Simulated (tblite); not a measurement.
C₆H₁₆B₂Si.
SMILES with atom numbers: `[BH2:1][CH2:2][B:3]([CH:4]1[CH2:5][CH2:6]1)[SiH:7]([CH3:8])[CH3:9]` (hydrogens: H10, H11 on B1; H12, H13 on C2; H14 on C4; H15, H16 on C5; H17, H18 on C6; H19 on Si7; H20, H21, H22 on C8; H23, H24, H25 on C9)

Geometry (GFN2-xTB, Å), atoms numbered from 1 in this order:
```
atom  x, y, z in Å
B1    -1.8507    1.6480    1.8329
C2    -1.8348    1.5921    0.2704
B3    -0.8126    0.4296   -0.0798
C4    -1.4097   -0.9874   -0.2573
C5    -0.7939   -2.0137   -1.1953
C6    -0.6785   -2.2182    0.2655
Si7    1.1009    0.9041   -0.1897
C8     2.1907    0.0937    1.1631
C9     1.9523    0.4869   -1.8568
H10   -1.0249    2.2466    2.4065
H11   -2.6646    1.0663    2.4405
H12   -1.4721    2.5357   -0.1359
H13   -2.8249    1.3829   -0.1334
H14   -2.4906   -1.0803   -0.1807
H15   -1.4708   -2.6417   -1.7554
H16    0.0866   -1.7251   -1.7465
H17   -1.2788   -2.9847    0.7327
H18    0.2808   -2.0727    0.7358
H19    1.3304    2.3650   -0.0323
H20    2.3450   -0.9658    0.9788
H21    3.1718    0.5564    1.2035
H22    1.7383    0.1956    2.1454
H23    1.3538    0.8116   -2.7029
H24    2.9168    0.9788   -1.9324
H25    2.1284   -0.5791   -1.9676
```

Computed with GFN2-xTB (tblite): harmonic, unscaled wavenumbers at the GFN2-xTB geometry, gas phase. The method is semi-empirical: single wavenumbers can be off by several per cent or more. Modes of hydrogen on boron and silicon can be 10 to 20 % off. One conformer, not necessarily the lowest. The optimisation stopped once no atom felt more than 0.01 eV/Å.

Lowest wavenumbers of the output (negative numbers stand for imaginary wavenumbers):
```
mode    cm-1
  1     -32.9
  2      39.7
  3      49.4
  4      83.1
  5     108.5
  6     143.1
  7     149.7
  8     157.2
```

**Question.** Is this structure a minimum?

**Answer.** Not by this Hessian. 1 mode is imaginary beyond 20i (33i cm⁻¹), so at this level the point lies at or near a first-order saddle. The curvature is small, so loose convergence or finite differences may be the whole cause.

**Question.** Which atoms move in the imaginary mode?

**Answer.** 33i: C8 (Si-methyl carbon) 22 %, C9 (Si-methyl carbon) 19 %, C5 (three-membered-ring carbon) 11 %, C6 (three-membered-ring carbon) 11 %. These are shares of the mass-weighted motion.

**Question.** What is the remedy?

**Answer.** Step along that mode in both directions, optimise again with tighter thresholds and repeat the frequencies. The zero-point energy of this point (128.2 kcal/mol) counts the 68 real modes alone, and thermal corrections from it aren't those of a minimum.

Hardware: Arm Neoverse V2, one thread, no GPU, on a shared host. Cost: 1.2 s. This covers the Hessian and the dipole derivatives.
